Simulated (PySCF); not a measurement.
# Worked example: entropy of an ideal gas

AlBrClH2N, SMILES [NH2][Al]([Cl])[Br].

Geometry optimised at TPSSh-D3(BJ)/def2-SVP. One conformer was computed; it need not be the lowest.

TPSSh-D3(BJ)/def2-SVP (PySCF) gives the harmonic wavenumbers 127, 160, 205, 358, 365, 409, 548, 690, 866, 1532, 3559, 3651 cm⁻¹ and the rotational temperatures 0.1972, 0.0637, 0.0481 K. The molar mass is 158.36 g/mol, the symmetry number 1, the spin multiplicity 1.

Q: Work out the entropy at 298.15 K and 1 atm in the rigid-rotor, harmonic-oscillator model.

A: 
Translation (Sackur–Tetrode at 1 atm): S = R[1.5 ln M + 2.5 ln T − 1.16487] = 171.9 J/(mol K).
Rotation: q = (√π/σ) T^1.5/√(θA θB θC) = 371000, S = R[ln q + 3/2] = 119.1 J/(mol K).
Vibration: with u = 1.4388 ν/T, each mode gives R[u/(e^u − 1) − ln(1 − e^−u)]:
```tsv
ν (cm⁻¹)	modes	u	S (J/(mol K))
127	1	0.61	12.51
160	1	0.77	10.67
205	1	0.99	8.74
358	1	1.73	4.73
365	1	1.76	4.61
409	1	1.97	3.89
548	1	2.64	2.29
690	1	3.33	1.33
866	1	4.18	0.67
1532	1	7.39	0.04
```
The stiffer modes add less than 0.005 each. Sum 49.5 J/(mol K).
Spin: R ln 1 = 0.0 J/(mol K).
Total 340.5 J/(mol K); the program's own thermochemistry gives 340.6. Translation makes up 50 % and vibration 15 %. Anharmonicity, hindered rotation and orbital degeneracy are left out.
